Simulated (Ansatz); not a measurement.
`C[SiH](F)Cl` + `N=C=O` → `C[SiH](Cl)N=C=O` + H–F at 600 K and 1 bar (ligand exchange at the Si–F bond).

Computed with Ansatz on PBE0-D4/def2-TZVP structures; ΔE is electronic, products minus reactants. CBS: MP2 limit from def2 TZ/QZ plus the TZ coupled-cluster correction, frozen cores. This one scheme is used for every species. One conformer a species, not always the lowest.

```csv
species,CCSD(T)/CBS energy (Eh),H − E (kJ/mol),S (J/(mol·K))
`C[SiH](F)Cl`,-889.24457,181.4,390.8
`N=C=O`,-168.51995,83.3,274.5
`C[SiH](Cl)N=C=O`,-957.35236,226.4,474.4
H–F,-100.39570,42.3,194.0
```

H − E and S are ideal-gas, rigid-rotor, harmonic terms from PBE0-D4/def2-TZVP, for one conformer and one mirror image of each species. 1 Eh = 2625.50 kJ/mol, R = 8.31446 J/(mol·K).

Task: By hand: ΔE, ΔH, ΔS and ΔG.

Result: ΔE = (-957.35236) + (-100.39570) − (-889.24457) − (-168.51995) = 0.01646 Eh = 43.2 kJ/mol. Δ(H − E) = 226.4 + 42.3 − 181.4 − 83.3 = 4.0, so ΔH = 47.2 kJ/mol. ΔS = 474.4 + 194.0 − 390.8 − 274.5 = 3.1 J/(mol·K). ΔG = 47.2 − 600 × (3.1)/1000 = 45.3 kJ/mol.

Task: By hand: the equilibrium constant, and the temperature at which ΔG would vanish if ΔH and ΔS stayed fixed.

Result: log₁₀ K = −ΔG/(RT ln 10) = -3.9. ΔG = 0 at ΔH/ΔS = 15226 K, far beyond where these terms or the molecules hold.

The number of gas molecules stays the same, so ΔS is small and ΔH decides. A doubt of 5 kJ/mol in ΔE shifts log₁₀ K by 0.4 here. Other conformers and mirror images would add mixing entropy, several J/(mol·K) or more a flexible species. Modes under 60 cm⁻¹, often nearly free rotors, make the harmonic entropy too high. These are equilibria of isolated gas molecules and say nothing of rates. Largest T1 diagnostic: 0.018 (customary marks: 0.02 for closed shells, 0.045 for open ones).
